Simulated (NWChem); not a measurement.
CH3ISn, singlet; SMILES [Sn]([I])[CH3]

```xyz
6

Sn    -0.3370     1.2594     0.0000
I     -0.0119    -1.4804     0.0000
C      1.8169     1.7003    -0.0003
H      1.9996     2.7860    -0.0180
H      2.2958     1.2356    -0.8774
H      2.2853     1.2682     0.8992
```
Atoms are numbered in this order, from 1.

Results from NWChem. Low-valent species are run as closed-shell singlets; no triplet was tried in these runs. All runs use the structure optimised with PBE0/def2-SVP (def2 core potentials past Kr).

Task: Estimate the computed values for PBE0/STO-3G, non-relativistic. Quantities: highest occupied level (eV); orbital gap (eV); dipole (D).

Result: 
```json
{
 "highest occupied level (eV)": "-3.55",
 "orbital gap (eV)": "3.65",
 "dipole (D)": "2.74"
}
```
